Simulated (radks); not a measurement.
Results of a calculation; reference values are marked as such.
Ionisation of Cl9+, [He] 2s2 2p4, to Cl10+, [He] 2s2 2p3, under several functionals. Scalar-relativistic Kohn-Sham, spin-polarised, spherical densities, point nucleus; open shells are filled with parallel spins first; a radial shooting solver on a logarithmic mesh with Libxc functionals.

functional                               E(Cl9+) (hartree)  Exc (hartree)  IE (eV)  -e(HOMO) (eV)  <r> HOMO (bohr)  IE error (eV)
LDA (Slater exchange, VWN5 correlation)         -417.50725      -19.84835   455.06         428.17           0.3764           -1.6
exchange-only LDA                               -416.75626      -19.08920   451.68         425.09           0.3768           -5.0
Wu-Cohen GGA                                    -418.56432      -20.93373   455.16         428.35           0.3761           -1.5
PBE                                             -418.82930      -21.20295   455.21         428.27           0.3764           -1.5

NIST Atomic Spectra Database: 456.7 eV (semi-empirical). Closest: PBE. The Delta-SCF values span 3.54 eV, the total energies 2.07 hartree. The highest occupied level is 2p. Open shells are spherical and high-spin; term and fine-structure splittings are not resolved.
